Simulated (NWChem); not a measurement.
System: C6H4; SMILES C#C/C=C/C#C

Input file for NWChem:

```
start job
memory heap 200 mb stack 900 mb global 1100 mb
geometry units angstroms noautoz
  C     -0.128411     3.083164     0.000000
  C      0.125740     1.881812     0.000000
  C      0.460407     0.506726     0.000000
  C     -0.460407    -0.506726     0.000000
  C     -0.125740    -1.881812     0.000000
  C      0.128411    -3.083164     0.000000
  H     -0.361566     4.138691     0.000000
  H      1.534473     0.249751     0.000000
  H     -1.534473    -0.249751     0.000000
  H      0.361566    -4.138691     0.000000
end
basis spherical
  C library def2-svp
  H library def2-svp
end
dft
  xc xcamb88 1.00 lyp 0.81 vwn_5 0.19 hfexch 1.00
  cam 0.33 cam_alpha 0.19 cam_beta 0.46
  iterations 150
  mulliken
end
task dft energy
```

Parts of the log:

```
             Northwest Computational Chemistry Package (NWChem) 7.3.0
             --------------------------------------------------------

 C2H symmetry detected

                             Geometry "geometry" -> ""
                             -------------------------

 Output coordinates in angstroms (scale by  1.889725989 to convert to a.u.)

  No.       Tag          Charge          X              Y              Z
 ---- ---------------- ---------- -------------- -------------- --------------
    1 C                    6.0000    -0.12420862     3.08333616     0.00000000
    2 C                    6.0000     0.12830474     1.88163887     0.00000000
    3 C                    6.0000     0.46109723     0.50609801     0.00000000
    4 C                    6.0000    -0.46109723    -0.50609801     0.00000000
    5 C                    6.0000    -0.12830474    -1.88163887     0.00000000
    6 C                    6.0000     0.12420862    -3.08333616     0.00000000
    7 H                    1.0000    -0.35592475     4.13917996     0.00000000
    8 H                    1.0000     1.53481198     0.24765933     0.00000000
    9 H                    1.0000    -1.53481198    -0.24765933     0.00000000
   10 H                    1.0000     0.35592475    -4.13917996     0.00000000

 Effective nuclear repulsion energy (a.u.)     160.2001287884

      Symmetry information
      --------------------

 Group name             C2h
 Group number             21
 Group order               4
 No. of unique centers     5

                                 NWChem DFT Module
                                 -----------------

 Summary of "ao basis" -> "ao basis" (spherical)
 ------------------------------------------------------------------------------
       Tag                 Description            Shells   Functions and Types
 ---------------- ------------------------------  ------  ---------------------
 C                          def2-svp                 6       14   3s2p1d
 H                          def2-svp                 3        5   2s1p

      Symmetry analysis of basis
      --------------------------

        ag         38
        au         14
        bg         14
        bu         38

            General Information
            -------------------
          SCF calculation type: DFT
          Wavefunction type:  closed shell.
          No. of atoms     :    10
          No. of electrons :    40
           Alpha electrons :    20
            Beta electrons :    20
          Charge           :     0
          Spin multiplicity:     1
          Use of symmetry is: on ; symmetry adaption is: on
          Maximum number of iterations: 150
          AO basis - number of functions:   104
                     number of shells:    48
          Convergence on energy requested:  1.00D-06
          Convergence on density requested:  1.00D-05
          Convergence on gradient requested:  5.00D-04

              XC Information
              --------------
                     Hartree-Fock (Exact) Exchange  1.000
                   CAM-Becke88 Exchange Functional  1.000
                      VWN V Correlation Functional  0.190 local
              Lee-Yang-Parr Correlation Functional  0.810

           Range-Separation Parameters
           ---------------------------
           Alpha           :  0.19
           Beta            :  0.46
           Gamma           :  0.33
           Short-Range HF  :     F

             Grid Information
             ----------------
          Grid used for XC integration:  medium
          Radial quadrature: Mura-Knowles
          Angular quadrature: Lebedev.
          Tag              B.-S. Rad. Rad. Pts. Rad. Cut. Ang. Pts.
          ---              ---------- --------- --------- ---------
          C                   0.70       49          15.0       434
          H                   0.35       45          15.0       434
          Grid pruning is: on
          Number of quadrature shells:   237
          Spatial weights used:  Erf1

      Superposition of Atomic Density Guess
      -------------------------------------

 Sum of atomic energies:        -227.74597922

      Non-variational initial energy
      ------------------------------

 Total energy =    -231.059292
 1-e energy   =    -621.020834
 2-e energy   =     229.761413
 HOMO         =      -0.261590
 LUMO         =      -0.069827

      Symmetry analysis of molecular orbitals - initial
      -------------------------------------------------

  Numbering of irreducible representations:

     1 ag          2 au          3 bg          4 bu

  Orbital symmetries:

     1 ag          2 bu          3 ag          4 bu          5 ag
     6 bu          7 ag          8 bu          9 ag         10 bu
    11 ag         12 bu         13 bu         14 ag         15 ag
    16 au         17 bg         18 bu         19 ag         20 au
    21 bg         22 ag         23 bu         24 au         25 bu
    26 ag         27 bu         28 bg         29 ag         30 bu

     ---------------------------------------------
      Total Density - Mulliken Population Analysis
     ---------------------------------------------

    Atom       Charge   Shell Charges
 -----------   ------   -------------------------------------------------------
    1 C    6     6.36   1.99  0.99  0.61  1.91  0.84  0.03
    2 C    6     5.84   1.99  0.97  0.26  1.92  0.66  0.04
    3 C    6     6.04   1.99  0.96  0.26  1.89  0.91  0.04
    4 C    6     6.04   1.99  0.96  0.26  1.89  0.91  0.04
    5 C    6     5.84   1.99  0.97  0.26  1.92  0.66  0.04
    6 C    6     6.36   1.99  0.99  0.61  1.91  0.84  0.03
    7 H    1     0.86   0.62  0.22  0.03
    8 H    1     0.89   0.66  0.21  0.02
    9 H    1     0.89   0.66  0.21  0.02
   10 H    1     0.86   0.62  0.22  0.03

   convergence    iter        energy       DeltaE   RMS-Dens  Diis-err
 ---------------- ----- ----------------- --------- --------- ---------
 d= 0,ls=0.0,diis     1   -230.5072900790 -3.91D+02  9.10D-03  4.71D-01
 d= 0,ls=0.0,diis     2   -230.5612760681 -5.40D-02  3.13D-03  6.71D-02
 d= 0,ls=0.0,diis     3   -230.5631399533 -1.86D-03  1.58D-03  5.53D-02
 d= 0,ls=0.0,diis     4   -230.5699940257 -6.85D-03  4.24D-04  5.36D-03
 d= 0,ls=0.0,diis     5   -230.5706452037 -6.51D-04  9.43D-05  1.05D-04
  Resetting Diis
 d= 0,ls=0.0,diis     6   -230.5706607792 -1.56D-05  2.77D-05  3.10D-06
 d= 0,ls=0.0,diis     7   -230.5706615428 -7.64D-07  8.35D-06  2.86D-07

         Total DFT energy =     -230.570661542787
      One electron energy =     -625.678771802873
           Coulomb energy =      268.523409565074
    Exchange-Corr. energy =      -33.615428093351
 Nuclear repulsion energy =      160.200128788363

 Numeric. integr. density =       39.999994627119

                  Occupations of the irreducible representations
                  ----------------------------------------------

                     irrep           alpha         beta
                     --------     --------     --------
                     ag                9.0          9.0
                     au                2.0          2.0
                     bg                1.0          1.0
                     bu                8.0          8.0

                       DFT Final Molecular Orbital Analysis
                       ------------------------------------

 Vector   18  Occ=2.000000D+00  E=-3.508410D-01  Symmetry=bu
              MO Center=  3.4D-16, -1.3D-13,  5.2D-18, r^2= 7.4D+00
   Bfn.  Coefficient  Atom+Function         Bfn.  Coefficient  Atom+Function
  ----- ------------  ---------------      ----- ------------  ---------------
    18      0.297160   2 C  px               60      0.297160   5 C  px
     4      0.294578   1 C  px               74      0.294578   6 C  px
     7      0.177183   1 C  px               77      0.177183   6 C  px
    21      0.167063   2 C  px               63      0.167063   5 C  px
    90     -0.084158   8 H  s                95      0.084158   9 H  s

 Vector   19  Occ=2.000000D+00  E=-3.436845D-01  Symmetry=ag
              MO Center=  3.0D-15,  1.4D-13, -5.9D-17, r^2= 7.2D+00
   Bfn.  Coefficient  Atom+Function         Bfn.  Coefficient  Atom+Function
  ----- ------------  ---------------      ----- ------------  ---------------
     4      0.295176   1 C  px               74     -0.295176   6 C  px
    18      0.270324   2 C  px               60     -0.270324   5 C  px
     7      0.179699   1 C  px               77     -0.179699   6 C  px
    21      0.151821   2 C  px               63     -0.151821   5 C  px
    32     -0.110896   3 C  px               46      0.110896   4 C  px

 Vector   20  Occ=2.000000D+00  E=-2.886377D-01  Symmetry=au
              MO Center= -7.8D-18,  2.2D-15, -5.6D-16, r^2= 6.1D+00
   Bfn.  Coefficient  Atom+Function         Bfn.  Coefficient  Atom+Function
  ----- ------------  ---------------      ----- ------------  ---------------
     6      0.292255   1 C  pz               76      0.292255   6 C  pz
    34     -0.275086   3 C  pz               48     -0.275086   4 C  pz
    37     -0.204715   3 C  pz               51     -0.204715   4 C  pz
     9      0.200384   1 C  pz               79      0.200384   6 C  pz
    20      0.184902   2 C  pz               62      0.184902   5 C  pz

 Vector   21  Occ=0.000000D+00  E=-2.557620D-02  Symmetry=bg
              MO Center= -1.9D-16, -8.6D-15,  3.7D-16, r^2= 5.6D+00
   Bfn.  Coefficient  Atom+Function         Bfn.  Coefficient  Atom+Function
  ----- ------------  ---------------      ----- ------------  ---------------
    37      0.379348   3 C  pz               51     -0.379348   4 C  pz
    34      0.331142   3 C  pz               48     -0.331142   4 C  pz
     9     -0.309745   1 C  pz               79      0.309745   6 C  pz
     6     -0.262912   1 C  pz               76      0.262912   6 C  pz
    23      0.143418   2 C  pz               65     -0.143418   5 C  pz

 Vector   22  Occ=0.000000D+00  E= 7.530888D-02  Symmetry=ag
              MO Center= -3.6D-16,  2.7D-16,  5.6D-17, r^2= 7.4D+00
   Bfn.  Coefficient  Atom+Function         Bfn.  Coefficient  Atom+Function
  ----- ------------  ---------------      ----- ------------  ---------------
    31      0.645668   3 C  s                45      0.645668   4 C  s
    91     -0.554701   8 H  s                96     -0.554701   9 H  s
     7     -0.428049   1 C  px               77      0.428049   6 C  px
    21      0.332518   2 C  px               63     -0.332518   5 C  px
    22      0.280386   2 C  py               64     -0.280386   5 C  py

 Vector   23  Occ=0.000000D+00  E= 8.099296D-02  Symmetry=bu
              MO Center=  3.1D-15, -1.4D-15,  7.6D-17, r^2= 7.8D+00
   Bfn.  Coefficient  Atom+Function         Bfn.  Coefficient  Atom+Function
  ----- ------------  ---------------      ----- ------------  ---------------
     7      0.452650   1 C  px               77      0.452650   6 C  px
    21     -0.422881   2 C  px               63     -0.422881   5 C  px
    91      0.371564   8 H  s                96     -0.371564   9 H  s
    18     -0.310391   2 C  px               60     -0.310391   5 C  px
     4      0.267222   1 C  px               74      0.267222   6 C  px

     ---------------------------------------------
      Total Density - Mulliken Population Analysis
     ---------------------------------------------

    Atom       Charge   Shell Charges
 -----------   ------   -------------------------------------------------------
    1 C    6     6.38   1.99  0.91  0.69  2.01  0.76  0.02
    2 C    6     5.65   1.99  0.91  0.25  2.05  0.43  0.03
    3 C    6     6.05   1.99  0.91  0.26  2.09  0.77  0.04
    4 C    6     6.05   1.99  0.91  0.26  2.09  0.77  0.04
    5 C    6     5.65   1.99  0.91  0.25  2.05  0.43  0.03
    6 C    6     6.38   1.99  0.91  0.69  2.01  0.76  0.02
    7 H    1     0.97   0.72  0.22  0.03
    8 H    1     0.95   0.73  0.20  0.02
    9 H    1     0.95   0.73  0.20  0.02
   10 H    1     0.97   0.72  0.22  0.03

     -------------------------------------------
      Total Density - Lowdin Population Analysis
     -------------------------------------------

    Atom       Charge   Shell Charges
 -----------   ------   -------------------------------------------------------
    1 C    6     6.06   1.97  0.63  0.36  1.82  1.24  0.05
    2 C    6     6.02   1.97  0.63  0.31  1.86  1.19  0.08
    3 C    6     6.02   1.96  0.60  0.30  1.89  1.17  0.09
    4 C    6     6.02   1.96  0.60  0.30  1.89  1.17  0.09
    5 C    6     6.02   1.97  0.63  0.31  1.86  1.19  0.08
    6 C    6     6.06   1.97  0.63  0.36  1.82  1.24  0.05
    7 H    1     0.95   0.60  0.28  0.08
    8 H    1     0.95   0.62  0.26  0.07
    9 H    1     0.95   0.62  0.26  0.07
   10 H    1     0.95   0.60  0.28  0.08

     Multipole analysis of the density
     ---------------------------------

     L   x y z        total         alpha         beta         nuclear
     -   - - -        -----         -----         ----         -------
     0   0 0 0     -0.000000    -20.000000    -20.000000     40.000000

     1   1 0 0     -0.000000     -0.000000     -0.000000      0.000000
     1   0 1 0      0.000000      0.000000      0.000000      0.000000
     1   0 0 1     -0.000000     -0.000000     -0.000000      0.000000

     2   2 0 0    -25.188119    -26.697383    -26.697383     28.206648
     2   1 1 0     -1.561191      1.155943      1.155943     -3.873078
     2   1 0 1      0.000000      0.000000      0.000000      0.000000
     2   0 2 0    -18.150769   -355.526178   -355.526178    692.901588
     2   0 1 1      0.000000      0.000000      0.000000      0.000000
     2   0 0 2    -28.016751    -14.008375    -14.008375      0.000000
```

Level: CAM-B3LYP/def2-SVP. The geometry was optimised at PBE-D3(BJ)/def2-SVP.
